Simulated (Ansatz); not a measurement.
Ansatz (an electronic-structure program) input (B3LYP/6-31G):

Ansatz 0.2 input:
```yaml
crystal:
  periodic: [false, false, false]
  atoms:
    - {symbol: Ca, position_ang: [-0.00000000, -0.00000000, -1.07099997]}
    - {symbol: Cl, position_ang: [0.00000000, 0.00000000, 1.25999996]}
basis:
  gaussian:
    orbitals: 6-31G
hamiltonian:
  xc: {name: B3LYP}
total_charge: 1
output: {forces: true}
```

Q: Predict the final energy.

A: -1137.59279 Eh.
